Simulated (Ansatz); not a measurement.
Species: H9BSi3, SMILES `[SiH3]B([SiH3])[SiH3]` (charge 0, multiplicity 1), formula H$_{9}$BSi$_{3}$.

Q: How many basis functions does frozen-core CCSD(T)/cc-pVTZ // M06-2X/def2-TZVP run with Ansatz (a program for electronic structure) use, how many core orbitals are frozen, and how many electrons are correlated?

A: 258 basis functions and 16 frozen orbitals, which leaves 24 correlated electrons. Core time is of the order of minutes.
